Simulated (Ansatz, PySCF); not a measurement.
Here is a job for PySCF.
```python
from pyscf import gto, scf, dft

mol = gto.Mole()
mol.atom = '''
    C    -1.39687184    0.83554816   -0.41512115
    C    -0.64617244   -0.47232902   -0.36364883
    S     1.03921045   -0.29895051    0.37330792
    H    -1.56034075    1.25061175    0.57694656
    H    -0.88922469    1.57243792   -1.03357573
    H    -2.37373727    0.65209273   -0.85884729
    H    -1.15365990   -1.21533529    0.25229539
    H    -0.48347414   -0.89395523   -1.35599440
    H     1.41579051    0.79650901   -0.32877442
    H     0.67554476    0.44153247    1.44764304
'''
mol.basis = 'sto-3g'
mol.charge = 1
mol.verbose = 3
mol.build()

mf = dft.RKS(mol)
mf.xc = 'pbe0'
mf.grids.atom_grid = (99, 590)
mf.grids.prune = None
mf.kernel()
```

Question: Convert this to an input for Ansatz (a first-principles code).

Answer: Several could match; the one computed here: 
Ansatz 0.2 input:
```yaml
crystal:
  periodic: [false, false, false]
  atoms:
    - {symbol: C, position_ang: [-1.39687184, 0.83554816, -0.41512115]}
    - {symbol: C, position_ang: [-0.64617244, -0.47232902, -0.36364883]}
    - {symbol: S, position_ang: [1.03921045, -0.29895051, 0.37330792]}
    - {symbol: H, position_ang: [-1.56034075, 1.25061175, 0.57694656]}
    - {symbol: H, position_ang: [-0.88922469, 1.57243792, -1.03357573]}
    - {symbol: H, position_ang: [-2.37373727, 0.65209273, -0.85884729]}
    - {symbol: H, position_ang: [-1.15365990, -1.21533529, 0.25229539]}
    - {symbol: H, position_ang: [-0.48347414, -0.89395523, -1.35599440]}
    - {symbol: H, position_ang: [1.41579051, 0.79650901, -0.32877442]}
    - {symbol: H, position_ang: [0.67554476, 0.44153247, 1.44764304]}
basis:
  gaussian:
    orbitals: STO-3G
hamiltonian:
  xc: pbe0
total_charge: 1
accuracy: high
```

Both were run: PySCF gave -472.818254 Eh and Ansatz -472.818254 Eh, 0.000 mEh apart.
